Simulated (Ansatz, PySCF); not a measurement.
Molecule: sum formula BHF, charge 1, multiplicity 1. 
Structure (B3LYP-D3(BJ)/def2-TZVP (Ansatz, an electronic-structure program) minimum search):
```xyz
3

B      0.0000     0.0000    -0.6502
F      0.0000     0.0000     0.5641
H      0.0000     0.0000    -1.8264
```
Charge +1, spin multiplicity 1.

Total electronic energies in hartree. Correlated levels leave the core frozen unless marked. No spin-orbit coupling. Non-relativistic. CBS(X,Y): correlation extrapolated as X^-3; Hartree-Fock from the larger set (for Q and 5 zeta extrapolated as (X+1)exp(-9√X)). The bracket is a focal-point correction in the basis named.

```json
[
 {"level": "HF/6-31G", "program": "Ansatz", "energy (Eh)": "-124.34626"},
 {"level": "HF/def2-SVPD", "program": "Ansatz", "energy (Eh)": "-124.30692"},
 {"level": "HF/def2-QZVPP", "program": "Ansatz", "energy (Eh)": "-124.46923"},
 {"level": "HF/CBS(cc-pVQZ,cc-pV5Z)", "program": "Ansatz", "energy (Eh)": "-124.4701"},
 {"level": "revPBE-D4/def2-TZVPD", "program": "Ansatz + dftd4", "energy (Eh)": "-124.97281"},
 {"level": "TPSS-D4/def2-TZVPD", "program": "PySCF + dftd4", "energy (Eh)": "___"},
 {"level": "r2SCAN-D3(BJ)/def2-TZVPD", "program": "Ansatz + dftd3", "energy (Eh)": "-124.95058"},
 {"level": "PW6B95-D3(BJ)/def2-TZVPD", "program": "PySCF + dftd3", "energy (Eh)": "___"},
 {"level": "B2GP-PLYP-D4/def2-TZVPD", "program": "Ansatz + dftd4", "energy (Eh)": "-124.91673"},
 {"level": "MP2/cc-pwCVTZ", "program": "Ansatz", "energy (Eh)": "-124.78639"},
 {"level": "MP2/def2-TZVPPD", "program": "Ansatz", "energy (Eh)": "-124.78158"},
 {"level": "MP2/def2-QZVPP", "program": "Ansatz", "energy (Eh)": "-124.81501"},
 {"level": "RI-MP2/cc-pVTZ", "program": "Ansatz", "energy (Eh)": "-124.77697"},
 {"level": "RI-MP2/def2-QZVPP", "program": "Ansatz", "energy (Eh)": "-124.81486"},
 {"level": "RI-MP2/CBS(cc-pVTZ,cc-pVQZ)", "program": "Ansatz", "energy (Eh)": "-124.8345"},
 {"level": "CCSD/6-31G", "program": "Ansatz", "energy (Eh)": "-124.52028"},
 {"level": "CCSD/cc-pVTZ", "program": "Ansatz", "energy (Eh)": "-124.78438"},
 {"level": "CCSD(T)/def2-SVP", "program": "Ansatz", "energy (Eh)": "-124.56755"},
 {"level": "CCSD(T)/def2-SVPD", "program": "Ansatz", "energy (Eh)": "-124.57718"},
 {"level": "CCSD(T)/cc-pVTZ", "program": "Ansatz", "energy (Eh)": "-124.79446"},
 {"level": "CCSD(T)/aug-cc-pVQZ", "program": "Ansatz", "energy (Eh)": "-124.83357"},
 {"level": "RI-MP2/CBS(def2-TZVPPD,def2-QZVPPD)+[CCSD(T)-MP2]/def2-QZVPPD", "program": "Ansatz", "energy (Eh)": "-124.8515"},
 {"level": "CCSD(T)/CBS(cc-pVQZ,cc-pV5Z)", "program": "Ansatz", "energy (Eh)": "-124.8531"}
]
```

Problem. Some entries are withheld; supply them.

Solution. 
- TPSS-D4/def2-TZVPD, energy (Eh): -125.02702
- PW6B95-D3(BJ)/def2-TZVPD, energy (Eh): -125.15356
